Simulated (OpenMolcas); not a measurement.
**4d5 along the 41-electron sequence**

| Quantity | Value |
| --- | --- |
| Program | OpenMolcas 26.06 |
| Method | RASSCF |
| Basis | ANO-R2 |
| Scalar Hamiltonian | X2C, finite nucleus |
| Spin-orbit coupling | state interaction with AMFI integrals over the reference wave functions, term energies averaged over their components |

Active space for each ion: 11 electrons in 8 orbitals (RAS1 4p, at most 2 holes; RAS2 4d).

Computed levels in cm-1 above 6S 5/2:

```tsv
Level	Ru3+	Rh4+	Pd5+	Ag6+
4G 5/2	27918	30627	32527	34904
4G 7/2	28194	31092	33371	36150
4G 11/2	28284	31233	33596	36461
4G 9/2	28348	31330	33747	36667
4P 3/2	29173	32063	34229	37000
4P 1/2	29573	32652	35079	38114
4D 7/2	33177	36575	39307	42637
4D 1/2	33676	37347	40421	44110
4D 5/2	33899	37606	40738	44441
weight of 6S in the lowest level (%)	99	99	98	98
```

Mixed levels, with the weight of the term that names them: Pd5+ 4G 5/2 (67 %), Pd5+ 4D 5/2 (75 %), Ag6+ 4G 5/2 (57 %), Ag6+ 4P 3/2 (75 %), Ag6+ 4D 5/2 (72 %).

Measured, with the error of the calculation in %. Measured levels: Ag6+ from the list in Gamrath, thesis, University of Mons (2023).

| Level | Ag6+ |
| --- | --- |
| 4G 5/2 | 29390 (+18.8) |
| 4G 7/2 | 30378 (+19.0) |
| 4G 11/2 | 30662 (+18.9) |
| 4G 9/2 | 30907 (+18.6) |
| 4P 3/2 | 32994 (+12.1) |
| 4P 1/2 | 34605 (+10.1) |
| 4D 7/2 | 36485 (+16.9) |
| 4D 1/2 | 38685 (+14.0) |
| 4D 5/2 | 39299 (+13.1) |

4G 5/2 changes by a factor of 1.25 over the same range, with steps per unit of Z of +2710, +1900, +2380 cm-1.

Without dynamic correlation excited terms often stand tens of per cent too high (terms of higher spin than the ground term too low), and those without a measured partner can miss by more than the paired ones. Active for correlation alone: 4p; no level in the range computed is led by a configuration that opens it, so any true level of that kind is missing. Some levels mix across a computed gap that differs much from the measured one, so their mixing is not that of the real levels (holds for Ag6+). Computed and measured levels are paired by configuration, term and J; levels that our copy of the source lacks, or whose pairing is in doubt (as where it misses far off the trend of its configuration), stay unpaired and out of the deviations. Levels of configurations outside the active space are missing.
